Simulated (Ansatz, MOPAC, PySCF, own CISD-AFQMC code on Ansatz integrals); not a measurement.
Constitutional and geometric isomers with formula CH4OSi. Isolated molecules, 0 K electronic values unless said otherwise. One relaxed conformer stands for each flexible species; it need not be the lowest. Strings in code marks are SMILES.

Quantity: electronic energy of isomers of CH4OSi relative to `C[SiH]=O`, in eV. The restricted reference of `OC=[SiH2]` is unstable towards unrestricted orbitals. AFQMC values (own CISD-AFQMC code on Ansatz (a quantum-chemistry and plane-wave program) integrals) carry a statistical error of up to ±0.015 eV (one standard error) and the bias of the phaseless constraint. Semi-empirical values (MOPAC) are differences of heats of formation.

Level 1: composite: frozen-core CCSD(T) with HF/cc-pVQZ and the correlation energy extrapolated as X^-3 from cc-pVTZ and cc-pVQZ, plus phaseless AFQMC minus CCSD(T) in cc-pVDZ // B3LYP-D3(BJ)/def2-TZVP (Ansatz)
Level 2: PBE-D3(BJ)/def2-TZVP // B3LYP-D3(BJ)/def2-TZVP (PySCF)
Level 3: B3LYP/LANL2DZ // B3LYP-D3(BJ)/def2-TZVP (PySCF)
Level 4: PM7 // B3LYP-D3(BJ)/def2-TZVP (MOPAC)

```json
[
 {"species": "`OC=[SiH2]` (H–O–C–Si torsion 15°)", "level 1": "2.42", "level 2": "…", "level 3": "1.68", "level 4": "2.00"},
 {"species": "`O=C[SiH3]`", "level 1": "…", "level 2": "1.39", "level 3": "0.91", "level 4": "1.33"},
 {"species": "`C=[SiH]O` (C–Si–O–H torsion 0°)", "level 1": "0.48", "level 2": "0.61", "level 3": "…", "level 4": "0.262"},
 {"species": "`C1O[SiH2]1`", "level 1": "1.10", "level 2": "1.09", "level 3": "…", "level 4": "0.69"}
]
```

### Question
Fill in the missing entries.

### Answer

- `OC=[SiH2]` (H–O–C–Si torsion 15°), level 2: 2.27
- `O=C[SiH3]`, level 1: 1.44
- `C=[SiH]O` (C–Si–O–H torsion 0°), level 3: 0.306
- `C1O[SiH2]1`, level 3: 1.29
